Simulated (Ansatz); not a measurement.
Z-matrix (Å, degrees):
```
Si
O 1 1.639
H 1 1.488 2 111.2
H 1 1.487 2 110.1 3 120.6
H 1 1.485 2 108.4 3 -120.1
Ga 2 1.766 1 138.4 3 -27.3
Br 6 2.256 2 121.2 1 0.4
O 6 1.766 2 118.7 1 -179.6
H 8 0.961 6 112.3 2 0.1
```

Total charge 0; spin multiplicity 1.

List the r2SCAN/def2-TZVPP orbital energies in eV (Ansatz 0.2.0). (Best estimate.)

Computed: Occupied: -13122.25, -10123.34, -1791.49, -1695.47, -1526.23, -1526.18, -1526.17, -1245.44, -1101.90, -1101.78, -1101.74, -516.18, -516.02, -235.12, -175.34, -175.15, -175.13, -149.22, -141.86, -102.19, -101.94, -101.85, -96.75, -96.70, -96.70, -69.18, -69.13, -69.11, -68.97, -68.97, -26.37, -25.95, -21.94, -21.69, -21.63, -21.52, -21.33, -19.96, -14.08, -12.95, -11.52, -10.19, -9.84, -9.55, -8.88, -8.52, -7.97, -7.94, -7.82, -7.75. Lowest empty: -2.13, -1.13, 0.09, 1.05, 1.31, 1.42, 1.72, 2.35.
